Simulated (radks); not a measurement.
Results of a calculation; reference values are marked as such.
Coulomb parameter of the 3d shell of the copper ion Cu+ in the model configuration [Ar] 3d8.5 4p1.5, as a second difference U = [E(n + 1) + E(n - 1) - 2 E(n)] / (1)^2 with all orbitals relaxed. "Bare": the charge of the atom changes with n. "Screened": the 4p shell takes up the change at fixed total charge, which measures U(3d,3d) + U(4p,4p) - 2 U(3d,4p). Code: a radial shooting solver on a logarithmic mesh with Libxc functionals. Model: scalar-relativistic Kohn-Sham, BLYP, spin-unpolarised, spherical densities, finite nucleus; Fermi nuclear charge, rms radius 3.8823 fm.

| case | configuration | E - E(n) (eV) |
|---|---|---|
| start | [Ar] 3d8.5 4p1.5 | 0.000 |
| bare +1 | [Ar] 3d9.5 4p1.5 | -16.754 |
| bare -1 | [Ar] 3d7.5 4p1.5 | 33.013 |
| screened +1 | [Ar] 3d9.5 4p0.5 | -11.920 |
| screened -1 | [Ar] 3d7.5 4p2.5 | 17.932 |

U(bare) = 16.259 eV, U(screened by 4p) = 6.013 eV, against the Slater integral F0(3d,3d) = 28.141 eV with frozen orbitals.
